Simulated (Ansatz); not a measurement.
Geometry optimisation, Ansatz 0.2.0, RKS PBE0-D4/6-31G*.

Input:

```yaml
crystal:
  periodic: [false, false, false]
  atoms:
    - { symbol: O, position_ang: [-0.5751, 0.1192, 1.3046] }
    - { symbol: C, position_ang: [0.134, -0.1616, 0.1659] }
    - { symbol: F, position_ang: [-0.59772, -0.05236, -0.98505] }
    - { symbol: B, position_ang: [1.58845, 0.32987, 0.0549] }
    - { symbol: S, position_ang: [1.17806, -1.53972, 0.26895] }
    - { symbol: H, position_ang: [-0.0258, 0.0303, 2.0683] }
    - { symbol: H, position_ang: [2.19201, 1.18345, -0.53076] }
basis:
  gaussian: { orbitals: "6-31G*" }
hamiltonian:
  xc: pbe0
  dispersion: d4
relax:
  f_tol: 0.015
  max_steps: 40
```

Launched with:

```bash
$ ansatz run input.yaml --threads 1 --pin off --max-ram 2048MiB --backend cpu --events-out ev --progress --plain --runs-dir out
```

Problem. Where does it end, and by what steps?

Solution. The forces met the threshold. After 9 steps the energy has fallen by 1.034 eV; S5 moved furthest, 0.36 Å.

```json
{"step": "0", "energy less start (eV)": "0.0000", "largest force component (eV/Å)": "2.674", "accepted": "yes"}
{"step": "1", "energy less start (eV)": "-0.7022", "largest force component (eV/Å)": "1.569", "accepted": "yes"}
{"step": "2", "energy less start (eV)": "-0.9307", "largest force component (eV/Å)": "1.501", "accepted": "yes"}
{"step": "3", "energy less start (eV)": "-0.9920", "largest force component (eV/Å)": "0.771", "accepted": "yes"}
{"step": "4", "energy less start (eV)": "-1.0163", "largest force component (eV/Å)": "0.417", "accepted": "yes"}
{"step": "5", "energy less start (eV)": "-1.0289", "largest force component (eV/Å)": "0.261", "accepted": "yes"}
{"step": "6", "energy less start (eV)": "-1.0326", "largest force component (eV/Å)": "0.159", "accepted": "yes"}
{"step": "7", "energy less start (eV)": "-1.0334", "largest force component (eV/Å)": "0.076", "accepted": "yes"}
{"step": "8", "energy less start (eV)": "-1.0334", "largest force component (eV/Å)": "0.111", "accepted": "yes"}
{"step": "9", "energy less start (eV)": "-1.0336", "largest force component (eV/Å)": "0.012", "accepted": "yes"}
```

```xyz
7
Properties=species:S:1:pos:R:3
O -0.653 0.054 1.293
C 0.051 -0.035 0.159
F -0.810 -0.134 -0.845
B 1.541 0.219 -0.088
S 1.482 -1.511 0.079
H -0.049 0.229 2.028
H 2.331 1.087 -0.280
```

Run time: 53 s on 1 thread of Intel(R) Xeon(R) Platinum 8375C CPU @ 2.90GHz (Ice Lake), with other jobs on the host, peak memory 0.19 GiB.
